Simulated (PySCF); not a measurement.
Species: MeSi(SMe)3, C4H12S3Si.
SMILES: `CS[Si](C)(SC)SC`

Method used: PySCF, TDDFT PBE0/def2-SVPD, vertical, gas phase, core orbitals frozen in the response. Geometry: PBE0-D3(BJ)/def2-SVP, one conformer, isolated molecule. Torsions of this conformer, `[CH3:1][S:2][Si:3]([CH3:4])([S:5][CH3:6])[S:7][CH3:8]`: C1–S2–Si3–C4 -176°, S2–Si3–S5–C6 -66°, S2–Si3–S7–C8 -173°.

**Question.** Predict the UV-vis stick spectrum at this level.

**Answer.** 

```csv
state,E (eV),λ (nm),f,"main configurations (H = HOMO, L = LUMO)"
S1,5.53,224.2,0.0036,"H→L (51%), H-1→L+1 (18%), H-1→L (16%)"
S2,5.58,222.3,0.020,"H-1→L (47%), H→L (17%), H→L+1 (13%)"
S3,5.65,219.5,0.0047,"H-2→L (45%), H→L+2 (22%), H-1→L+1 (12%)"
S4,5.94,208.7,0.0082,"H→L+1 (67%), H-1→L (16%)"
S5,6.01,206.2,0.021,"H-1→L+1 (35%), H-2→L (24%), H-1→L+2 (19%)"
S6,6.08,203.8,0.017,"H→L+2 (55%), H-2→L (19%)"
S7,6.14,202.0,0.010,"H-2→L+1 (56%), H-1→L (12%), H-2→L+2 (9%)"
S8,6.20,199.8,0.0039,"H-1→L+2 (45%), H-1→L+3 (15%), H-2→L+2 (12%)"
S9,6.38,194.5,0.032,"H-2→L+2 (38%), H-2→L+1 (19%), H-1→L+3 (10%)"
S10,6.42,193.2,0.019,"H→L+3 (42%), H-1→L+3 (24%), H-1→L+2 (11%)"
```

Triplets, Tamm–Dancoff:

| state | E (eV) | λ (nm) | main configurations (H = HOMO, L = LUMO) |
| --- | --- | --- | --- |
| T1 | 5.14 | 241.2 | H→L (62%), H-1→L+1 (15%) |
| T2 | 5.17 | 240.0 | H-1→L (50%), H→L+1 (20%) |
| T3 | 5.28 | 234.9 | H-2→L (42%), H→L+2 (22%), H-1→L+1 (13%) |
| T4 | 5.60 | 221.5 | H→L+1 (49%), H-1→L+2 (8%) |

The lowest singlet comes at 224 nm (533 kJ/mol) in the ultraviolet; it is very weak; its leading configuration is HOMO→LUMO (51%). The strongest level in the table is S9 at 6.38 eV (194 nm, f = 0.032). Löwdin shares by element: HOMO sulfur 78%, carbon 6% or more (atoms not listed hold the other 17%); LUMO sulfur 54%, silicon 11% (atoms not listed hold the other 35%). Of the 10 states listed, 6 reach f = 0.01 and none stays under 0.0005. The listed states span 0.89 eV, and the widest gap between neighbours is 0.29 eV (S3 to S4). Orbital energies (eV): HOMO-3 -8.38, HOMO-2 -7.08, HOMO-1 -6.90, HOMO -6.84, LUMO -0.01, LUMO+1 0.19, LUMO+2 0.25. The vertical ionisation energy (ΔSCF) is 8.45 eV, 2.04 eV above S10. Only the lowest 10 singlets were computed, as vertical energies without vibronic structure.

On one thread, x86-64 server, on a shared host, this took 6.0 min wall.
